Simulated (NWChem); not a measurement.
System: CHS$_{2}$ cation; SMILES S=C=[SH+]

Here is an NWChem input.

```
start job
memory heap 200 mb stack 900 mb global 1100 mb
charge 1
geometry units angstroms noautosym nocenter noautoz
  S      0.015602    -1.602622     0.000000
  C     -0.024575    -0.095613     0.000000
  S      0.075010     1.541466     0.000000
  H     -1.278950     1.723203     0.000000
end
basis spherical
  S library pcsseg-1
  C library pcsseg-1
  H library pcsseg-1
end
dft
  xc pbe0
  iterations 150
end
property
  shielding
end
task dft property
```

Parts of the log:

```
             Northwest Computational Chemistry Package (NWChem) 7.3.0
             --------------------------------------------------------

                             Geometry "geometry" -> ""
                             -------------------------

 Output coordinates in angstroms (scale by  1.889725989 to convert to a.u.)

  No.       Tag          Charge          X              Y              Z
 ---- ---------------- ---------- -------------- -------------- --------------
    1 S                   16.0000     0.01560200    -1.60262200     0.00000000
    2 C                    6.0000    -0.02457500    -0.09561300     0.00000000
    3 S                   16.0000     0.07501000     1.54146600     0.00000000
    4 H                    1.0000    -1.27895000     1.72320300     0.00000000

 Effective nuclear repulsion energy (a.u.)     117.7586881404

                              NWChem Property Module
                              ----------------------

  itol2e modified to match energy
  convergence criterion.

                                 NWChem DFT Module
                                 -----------------

 Summary of "ao basis" -> "ao basis" (spherical)
 ------------------------------------------------------------------------------
       Tag                 Description            Shells   Functions and Types
 ---------------- ------------------------------  ------  ---------------------
 S                          pcsseg-1                10       24   4s5p1d
 C                          pcsseg-1                 7       17   3s3p1d
 H                          pcsseg-1                 3        5   2s1p

  itol2e modified to match energy
  convergence criterion.

            General Information
            -------------------
          SCF calculation type: DFT
          Wavefunction type:  closed shell.
          No. of atoms     :     4
          No. of electrons :    38
           Alpha electrons :    19
            Beta electrons :    19
          Charge           :     1
          Spin multiplicity:     1
          Use of symmetry is: off; symmetry adaption is: off
          Maximum number of iterations: 150
          AO basis - number of functions:    70
                     number of shells:    30
          Convergence on energy requested:  1.00D-07
          Convergence on density requested:  1.00D-05
          Convergence on gradient requested:  5.00D-04

              XC Information
              --------------
                         PBE0 Method XC Functional
                     Hartree-Fock (Exact) Exchange  0.250
          PerdewBurkeErnzerhof Exchange Functional  0.750
            Perdew 1991 LDA Correlation Functional  1.000 local
           PerdewBurkeErnz. Correlation Functional  1.000 non-local

             Grid Information
             ----------------
          Grid used for XC integration:  fine
          Radial quadrature: Mura-Knowles
          Angular quadrature: Lebedev.
          Tag              B.-S. Rad. Rad. Pts. Rad. Cut. Ang. Pts.
          ---              ---------- --------- --------- ---------
          S                   1.00      123          11.0       770
          C                   0.70       70           8.0       590
          H                   0.35       60          10.0       590
          Grid pruning is: on
          Number of quadrature shells:   376
          Spatial weights used:  Erf1

      Superposition of Atomic Density Guess
      -------------------------------------

 Sum of atomic energies:        -833.04833894

 Renormalizing density from      39.00 to     38

      Non-variational initial energy
      ------------------------------

 Total energy =    -820.534204
 1-e energy   =   -1348.094085
 2-e energy   =     409.801193
 HOMO         =      -0.658716
 LUMO         =      -0.385269

   convergence    iter        energy       DeltaE   RMS-Dens  Diis-err
 ---------------- ----- ----------------- --------- --------- ---------
 d= 0,ls=0.0,diis     1   -834.2569535932 -9.52D+02  2.20D-02  2.37D+00
 d= 0,ls=0.0,diis     2   -834.0324705522  2.24D-01  1.92D-02  3.04D+00
 d= 0,ls=0.0,diis     3   -834.2459366333 -2.13D-01  9.22D-03  8.76D-01
 d= 0,ls=0.0,diis     4   -834.3768914584 -1.31D-01  2.03D-03  1.88D-02
 d= 0,ls=0.0,diis     5   -834.3790969059 -2.21D-03  8.70D-04  4.02D-03
  Resetting Diis
 d= 0,ls=0.0,diis     6   -834.3796553821 -5.58D-04  2.24D-04  3.16D-04
 d= 0,ls=0.0,diis     7   -834.3797130676 -5.77D-05  5.65D-05  6.31D-06
 d= 0,ls=0.0,diis     8   -834.3797106383  2.43D-06  4.36D-05  2.45D-05
 d= 0,ls=0.0,diis     9   -834.3797138726 -3.23D-06  1.08D-05  9.98D-07
 d= 0,ls=0.0,diis    10   -834.3797140218 -1.49D-07  2.94D-06  1.48D-08
 d= 0,ls=0.0,diis    11   -834.3797140240 -2.15D-09  1.56D-06  1.11D-08

         Total DFT energy =     -834.379714023974
      One electron energy =    -1374.829910350035
           Coulomb energy =      479.150831768596
    Exchange-Corr. energy =      -56.459323582919
 Nuclear repulsion energy =      117.758688140384

 Numeric. integr. density =       38.000000471565

                       DFT Final Molecular Orbital Analysis
                       ------------------------------------

 Vector   17  Occ=2.000000D+00  E=-6.508787D-01
              MO Center=  4.9D-03, -1.8D-01, -2.5D-10, r^2= 2.2D+00
   Bfn.  Coefficient  Atom+Function         Bfn.  Coefficient  Atom+Function
  ----- ------------  ---------------      ----- ------------  ---------------
    16      0.341927  1 S  pz                33      0.330787  2 C  pz
    57      0.286739  3 S  pz                36      0.219218  2 C  pz
    19      0.165941  1 S  pz                60      0.150162  3 S  pz
    30      0.145479  2 C  pz                10     -0.082313  1 S  pz
     7     -0.077169  1 S  pz                51     -0.068302  3 S  pz

 Vector   18  Occ=2.000000D+00  E=-5.990329D-01
              MO Center=  1.9D-03, -2.9D-01,  3.3D-10, r^2= 3.2D+00
   Bfn.  Coefficient  Atom+Function         Bfn.  Coefficient  Atom+Function
  ----- ------------  ---------------      ----- ------------  ---------------
    14      0.438643  1 S  px                17      0.263140  1 S  px
    55     -0.241970  3 S  px                31      0.233781  2 C  px
    66      0.210623  4 H  s                 45     -0.197280  3 S  s
    44     -0.172907  3 S  s                 58     -0.173671  3 S  px
    34      0.171619  2 C  px                43      0.116099  3 S  s

 Vector   19  Occ=2.000000D+00  E=-5.353474D-01
              MO Center=  3.5D-02,  2.8D-01, -3.5D-09, r^2= 3.6D+00
   Bfn.  Coefficient  Atom+Function         Bfn.  Coefficient  Atom+Function
  ----- ------------  ---------------      ----- ------------  ---------------
    57      0.477876  3 S  pz                16     -0.397105  1 S  pz
    60      0.379086  3 S  pz                19     -0.300632  1 S  pz
    51     -0.116143  3 S  pz                48     -0.107557  3 S  pz
    10      0.096394  1 S  pz                 7      0.089129  1 S  pz
    38      0.039848  2 C  d -1

 Vector   20  Occ=0.000000D+00  E=-3.456639D-01
              MO Center= -8.2D-02, -5.7D-01,  1.1D-10, r^2= 2.9D+00
   Bfn.  Coefficient  Atom+Function         Bfn.  Coefficient  Atom+Function
  ----- ------------  ---------------      ----- ------------  ---------------
    17      0.512345  1 S  px                34     -0.498882  2 C  px
    14      0.395101  1 S  px                31     -0.383983  2 C  px
    67     -0.212830  4 H  s                 66     -0.210630  4 H  s
    28     -0.172472  2 C  px                59      0.122810  3 S  py
    45      0.109214  3 S  s                 61      0.099375  3 S  d -2

 Vector   21  Occ=0.000000D+00  E=-3.135782D-01
              MO Center=  9.3D-03, -2.8D-01,  6.8D-10, r^2= 3.1D+00
   Bfn.  Coefficient  Atom+Function         Bfn.  Coefficient  Atom+Function
  ----- ------------  ---------------      ----- ------------  ---------------
    36      0.556208  2 C  pz                19     -0.493625  1 S  pz
    33      0.407459  2 C  pz                60     -0.392496  3 S  pz
    16     -0.335455  1 S  pz                57     -0.263240  3 S  pz
    30      0.183315  2 C  pz                21      0.101845  1 S  d -1
    62     -0.088413  3 S  d -1              10      0.085088  1 S  pz

 Vector   22  Occ=0.000000D+00  E=-2.084737D-01
              MO Center= -1.5D-01,  1.2D+00, -2.9D-11, r^2= 3.3D+00
   Bfn.  Coefficient  Atom+Function         Bfn.  Coefficient  Atom+Function
  ----- ------------  ---------------      ----- ------------  ---------------
    27      1.151800  2 C  s                 59      0.919361  3 S  py
    67     -0.725494  4 H  s                 58     -0.563885  3 S  px
    35      0.352073  2 C  py                45     -0.318559  3 S  s
    18     -0.299727  1 S  py                56      0.294553  3 S  py
    66     -0.274531  4 H  s                 34      0.251887  2 C  px

     Multipole analysis of the density
     ---------------------------------

     L   x y z        total         alpha         beta         nuclear
     -   - - -        -----         -----         ----         -------
     0   0 0 0      1.000000    -19.000000    -19.000000     39.000000

     1   1 0 0     -0.496321     -0.270263     -0.270263      0.044204
     1   0 1 0      0.180896     -0.071151     -0.071151      0.323198
     1   0 0 1      0.000000      0.000000      0.000000      0.000000

     2   2 0 0    -19.132193    -12.660880    -12.660880      6.189567
     2   1 1 0     -2.114190      0.263935      0.263935     -2.642060
     2   1 0 1     -0.000000     -0.000000     -0.000000      0.000000
     2   0 2 0     -9.687253   -151.501015   -151.501015    293.314777
     2   0 1 1     -0.000000     -0.000000     -0.000000      0.000000
     2   0 0 2    -22.078869    -11.039435    -11.039435      0.000000

          -----------------------------------------
          Chemical Shielding Tensors (GIAO, in ppm)
          -----------------------------------------

                                NWChem CPHF Module
                                ------------------

  scftype          =     RHF
  nclosed          =       19
  nopen            =        0
  variables        =      969
  # of vectors     =        3
  tolerance        = 0.10D-03
  level shift      = 0.00D+00
  max iterations   =       50
  max subspace     =       30

 SCF residual:    2.9065655589345733E-005

Iterative solution of linear equations
  No. of variables      969
  No. of equations        3
  Maximum subspace       30
        Iterations       50
       Convergence  1.0D-04

   iter   nsub   residual    time
   ----  ------  --------  ---------
     1      3    7.05D-01      15.3
     2      6    3.40D-02      16.9
     3      9    4.69D-03      18.6
     4     12    4.10D-04      20.3
     5     15    2.16D-05      22.0

      Atom:    1  S
        Diamagnetic
   1053.8003      0.0076     -0.0000
      0.0076   1057.8125      0.0000
     -0.0000      0.0000   1052.8150

        Paramagnetic
   -979.3102    -56.5686     -0.0000
    -56.5686   -385.7962      0.0000
     -0.0000      0.0000  -1225.0299

        Total Shielding Tensor
     74.4901    -56.5611     -0.0000
    -56.5611    672.0163      0.0000
     -0.0000      0.0000   -172.2149

           isotropic =     191.4305
          anisotropy =     728.8390

          Principal Components and Axis System
                 1           2           3
              677.3232   -172.2149     69.1832

      1        -0.0934      0.0000      0.9956
      2         0.9956      0.0000      0.0934
      3         0.0000      1.0000     -0.0000

      Atom:    2  C
        Diamagnetic
    264.6633      0.7043      0.0000
      0.7043    289.0758     -0.0000
      0.0000     -0.0000    264.1565

        Paramagnetic
   -445.9727    -17.7070      0.0000
    -17.7070    -26.2864      0.0000
      0.0000      0.0000   -427.9934

        Total Shielding Tensor
   -181.3094    -17.0028      0.0000
    -17.0028    262.7894      0.0000
      0.0000      0.0000   -163.8369

           isotropic =     -27.4523
          anisotropy =     436.3376

          Principal Components and Axis System
                 1           2           3
              263.4395   -181.9594   -163.8369

      1        -0.0382      0.9993      0.0000
      2         0.9993      0.0382      0.0000
      3         0.0000     -0.0000      1.0000

      Atom:    3  S
        Diamagnetic
   1050.8300      0.0529     -0.0000
      0.0529   1060.6167     -0.0000
     -0.0000     -0.0000   1048.3431

        Paramagnetic
   -916.6826   -152.1597      0.0000
   -152.1597   -240.8545     -0.0000
      0.0000     -0.0000   -577.1540

        Total Shielding Tensor
    134.1474   -152.1068      0.0000
   -152.1068    819.7622     -0.0000
      0.0000     -0.0000    471.1891

           isotropic =     475.0329
          anisotropy =     565.4396

          Principal Components and Axis System
                 1           2           3
              851.9926    471.1891    101.9170

      1        -0.2073     -0.0000      0.9783
      2         0.9783      0.0000      0.2073
      3        -0.0000      1.0000     -0.0000

      Atom:    4  H
        Diamagnetic
     35.7420     -5.3731     -0.0000
     -5.3731     21.8741     -0.0000
     -0.0000     -0.0000     14.5529

        Paramagnetic
     -5.7683      1.0952      0.0000
      1.0952      2.9608      0.0000
      0.0000      0.0000      4.1522

        Total Shielding Tensor
     29.9736     -4.2779     -0.0000
     -4.2779     24.8349     -0.0000
     -0.0000     -0.0000     18.7051

           isotropic =      24.5045
          anisotropy =      11.8348

          Principal Components and Axis System
                 1           2           3
               32.3944     22.4141     18.7051

      1         0.8703      0.4925      0.0000
      2        -0.4925      0.8703      0.0000
      3        -0.0000     -0.0000      1.0000
```

Level: PBE0/pcSseg-1, GIAO. Geometry: optimised at PBE0/def2-SVP. The printed shielding anisotropy is the first printed principal value minus the mean of the other two.
